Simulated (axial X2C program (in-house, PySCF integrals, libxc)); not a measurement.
**Bond lengths and stretching modes, held linear, of SSnS²⁺**

Calculated with an axial X2C code built on PySCF integrals: two-component X2C with atomic mean-field Coulomb and Gaunt terms, Gaussian nuclei, basis S dyall-av3z, Sn dyall-v3z with contracted cores. Spin-free rows use the one-electron spin-free X2C Hamiltonian.

Masses S 31.972, Sn 119.902, S 31.972 u. States: 2c Ω = 1 (beyond evenly filled blocks: ω = -1/2, ω = 3/2); spin-free M_S = 1, Λ = 0 (beyond evenly filled blocks: π+α, π-α).

HF, spin-free: energies above the lowest point

```tsv
r(S–Sn) (Å)	r(Sn–S) (Å)	E (meV)
2.2132	2.2132	72.54
2.2132	2.2700	22.71
2.2132	2.3267	2.07
2.2700	2.2132	22.71
2.2700	2.2700	0.00
2.2700	2.3267	5.45
2.2700	2.3835	27.47
2.3267	2.2132	2.07
2.3267	2.2700	5.45
2.3267	2.3267	36.92
2.3835	2.2700	27.47
2.3835	2.3835	156.73
```

Problem. Fit a quadratic surface with cubic terms in each bond: where is the minimum, and what are the two stretching wavenumbers?

Solution. At HF, spin-free: bonds 2.277 and 2.277 Å; harmonic stretches 55.8 and 372.2 cm⁻¹; force constants 1.32, 1.32 and coupling 1.29 mdyn/Å.

The other levels and Hamiltonians give:

```csv
Hamiltonian,level,r(S–Sn) (Å),r(Sn–S) (Å),lower stretch (cm⁻¹),upper stretch (cm⁻¹)
2c,PBE0,2.269,2.269,347.9,364.3
spin-free,PBE0,2.268,2.268,348.3,364.5
spin-free,BHandHLYP,2.261,2.261,301.9,375.1
```

Each state is one determinant, the lowest of a limited PBE0 search; the stretches come from a fit to these few points and carry an uncertainty of a few per cent. Other orders of the atoms were not compared. Left out for rough or failed fits: HF 2c, BHandHLYP 2c, MP2 2c, MP2 spin-free. The levels spread by more than a fifth, so the stretches depend strongly on the method. A multiply charged ion may be only metastable. The molecule was held linear; bending was not examined, so a bent shape may lie lower. Open-shell Ω = 0 determinants with evenly filled partner blocks cannot be reached by this program, so the Ω shown need not be the lowest component. Note: several unpaired electrons, one determinant need not be a pure state.
